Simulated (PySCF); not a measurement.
## Which orbitals make which state

C5H8F3S (charge +1).
SMILES: `C[C+](C)CSC(F)(F)F`

Level of theory: TDDFT PBE0/def2-SVPD, vertical, gas phase, core orbitals frozen in the response (PySCF). One conformer (not necessarily the lowest) at the GFN2-xTB geometry, without solvent, vibrations or thermal averaging. Torsions of this conformer, `[CH3:1][C+:2]([CH3:3])[CH2:4][S:5][C:6]([F:7])([F:8])[F:9]`: C1–C2–C4–S5 90°, C2–C4–S5–C6 179°, C4–S5–C6–F7 180°.

Orbital energies (eV): HOMO-3 -16.00, HOMO-2 -15.63, HOMO-1 -14.42, HOMO -12.12, LUMO -8.99, LUMO+1 -5.09, LUMO+2 -3.55.

Among the lowest singlets, which states do these configurations lead, and at what energies: HOMO→LUMO, HOMO-1→LUMO, HOMO→LUMO+1, HOMO-2→LUMO?

```json
{"state": "S1", "leading configuration": "HOMO→LUMO", "weight": "1.00", "Δε (eV)": "3.14", "E (eV)": "1.83", "E − Δε (eV)": "-1.30", "f": "0.0001", "other configurations": "–"}
{"state": "S2", "leading configuration": "HOMO-1→LUMO", "weight": "0.99", "Δε (eV)": "5.43", "E (eV)": "4.24", "E − Δε (eV)": "-1.19", "f": "0.0011", "other configurations": "–"}
{"state": "S3", "leading configuration": "HOMO→LUMO+1", "weight": "0.98", "Δε (eV)": "7.03", "E (eV)": "5.19", "E − Δε (eV)": "-1.84", "f": "0.0002", "other configurations": "–"}
{"state": "S4", "leading configuration": "HOMO-2→LUMO", "weight": "0.60", "Δε (eV)": "6.64", "E (eV)": "5.41", "E − Δε (eV)": "-1.23", "f": "0.091", "other configurations": "H-6→L (33%)"}
```

E − Δε runs from -1.84 to -1.19 eV. By orbital difference alone the order would be S1, S2, S4, S3. Δε is the difference of the two orbital energies.

H and L stand for HOMO and LUMO. The other states: S5 5.71 eV, f 0.0000, H-4→L (83%); S6 5.96 eV, f 0.0012, H-5→L (49%), H-3→L (19%), H-9→L (14%).

Which computed triplets share their leading configuration (75% or more) with a singlet, and how far apart are the partners?

```tsv
configuration	triplet	E(T) (eV)	singlet	E(S) (eV)	E(S) − E(T) (eV)
HOMO→LUMO	T1	1.61	S1	1.83	+0.23
HOMO-1→LUMO	T2	3.99	S2	4.24	+0.25
```

The 2 triplets are Tamm–Dancoff values, the singlets full response.

Summed over the main configurations (up to three a state, each over 8%) of all 6 singlets, the electron leaves HOMO with weight 1.98, HOMO-1 with weight 0.99, HOMO-4 with weight 0.83 and HOMO-2 with weight 0.60.

Hardware: one thread, Arm Neoverse V2 (aarch64), on a shared host. Cost: 43 s, 1.0 GiB resident at most.
